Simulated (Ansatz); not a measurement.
Molecule: AlI₂, charge -1, multiplicity 1. SMILES of the parent species: [I][Al][I]
Structure (B3LYP-D3(BJ)/def2-TZVP (Ansatz, an electronic-structure program) minimum search):
```
Al
I 1 2.7838
I 1 2.7838 2 100.59
```
Charge -1, spin multiplicity 1.

Parts of the frozen-core correlation energy in def2-TZVPP (Ansatz, hartree). Frozen orbitals: 23; correlated occupied orbitals by spin: 9 and 9; virtual: 110 and 110. Spin-orbit coupling is left out. In def2 rows, elements after Kr have scalar-relativistic effective core potentials. The restricted reference is unstable.

| term | value |
|---|---|
| reference (HF) | -835.41752 |
| MP2 opposite-spin | -0.26007 |
| MP2 same-spin | -0.08339 |
| CCSD correlation | -0.37908 |
| (T) | -0.01728 |
| T1 diagnostic | 0.012 |
| largest doubles amplitude | 0.087 |
